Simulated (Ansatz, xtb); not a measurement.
Two isomers of C3HClFNSe

Structure a: `Fc1cn[se]c1Cl`, a singlet. Structure b: `Fc1cc(Cl)[se]n1`, a singlet. Both are isolated molecules in the gas phase, relaxed with PBE-D3(BJ)/def2-SVP.

Quicker runs give these differences E(b) − E(a): GFN2-xTB −4.9 kcal/mol; HF/STO-3G −4.8 kcal/mol (at GFN2-xTB geometries); r2SCAN-D4/def2-SVP −8.9 kcal/mol (at GFN2-xTB geometries).

**Question.** Estimate E(b) − E(a) at the level CCSD(T)/def2-SVP + ΔMP2/def2-TZVPP.

**Answer.** Calculated at CCSD(T)/def2-SVP + ΔMP2/def2-TZVPP: E(b) − E(a) = −8.5 kcal/mol, so structure b lies lower.

How the difference moves with the method:

| level | geometry | E(b) − E(a) (kcal/mol) | departure from the last row (kcal/mol) | job, with rough time for the two |
| --- | --- | --- | --- | --- |
| GFN2-xTB | GFN2-xTB | −4.9 | +3.6 | optimisation, 0.32 s |
| HF/STO-3G | GFN2-xTB | −4.8 | +3.7 | single point, 1.4 s |
| r2SCAN-D4/def2-SVP | GFN2-xTB | −8.9 | −0.4 | single point, 6.6 s |
| PBE-D3(BJ)/def2-SVP | PBE-D3(BJ)/def2-SVP | −7.9 | +0.6 | optimisation, 36 s |
| HF/def2-SVP | PBE-D3(BJ)/def2-SVP | −10.9 | −2.4 | part of the CCSD(T) run |
| MP2/def2-SVP | PBE-D3(BJ)/def2-SVP | −8.4 | +0.1 | part of the CCSD(T) run |
| CCSD(T)/def2-SVP | PBE-D3(BJ)/def2-SVP | −8.4 | +0.1 | single point |
| CCSD(T)/def2-SVP + ΔMP2/def2-TZVPP | PBE-D3(BJ)/def2-SVP | −8.5 |  | single point, 97 s |

As drawn, both hold the same kinds of bond in the same numbers.

The levels shown agree on the order. The largest departure from CCSD(T)/def2-SVP + ΔMP2/def2-TZVPP is that of HF/STO-3G, 3.7 kcal/mol. The last row adds to CCSD(T) the change of the MP2 difference between the two basis sets, here −0.1 kcal/mol.

With thermal terms from frequencies at re-optimised GFN2-xTB minima (ideal gas, soft modes damped towards free rotors, one conformer each, 298.15 K, 1 atm): on the last row, ΔE + ΔZPE = −8.4, ΔH = −8.5, ΔG = −8.4 kcal/mol.

The correlated steps freeze 19 core orbitals; the filled d shell of Se is correlated, in a basis made for valence electrons. Programs: Ansatz 0.2.0, xtb 6.7.1; the last row on 2 threads of Intel(R) Xeon(R) Processor @ 2.70GHz on a shared host.
